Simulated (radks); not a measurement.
Effect of the nuclear size on the ruthenium ion Ru3+, [Kr] 4d5. All-electron calculation, Dirac Kohn-Sham, PBE, spin-unpolarised, spherical densities, finite nucleus; open shells are shared between the two j in proportion to 2j + 1; Fermi nuclear charge, rms radius 4.4809 fm. Program: a radial shooting solver on a logarithmic mesh with Libxc functionals. The rms radius is varied about that value; shifts are against it.

rms radius (fm)  total energy shift (eV)  density at nucleus (e/bohr^3)  1s1/2 shift (meV)  2s1/2 shift (meV)  4s1/2 shift (meV)  4p1/2 shift (meV)  5s1/2 (empty) shift (meV)
3.5982                            -0.695                       1.13e+05               -293              -31.9              -1.03              0.061                     -0.168
4.3285                            -0.129                      1.105e+05              -54.6              -5.95             -0.192              0.011                     -0.031
4.4809                                 0                      1.101e+05              0.000              0.000              0.000              0.000                      0.000
4.6422                             0.141                      1.096e+05               59.6               6.50              0.210             -0.013                      0.034
5.3054                             0.769                      1.079e+05                324               35.3               1.14             -0.068                      0.186

Slopes of the eigenvalues against <r^2> in GHz/fm^2, as finite differences over the two radii next to the reference (eigenvalue slopes, not the field-shift constants of lines): 1s1/2 9820, 2s1/2 1070, 4s1/2 34.5, 5s1/2 (empty) 5.63.
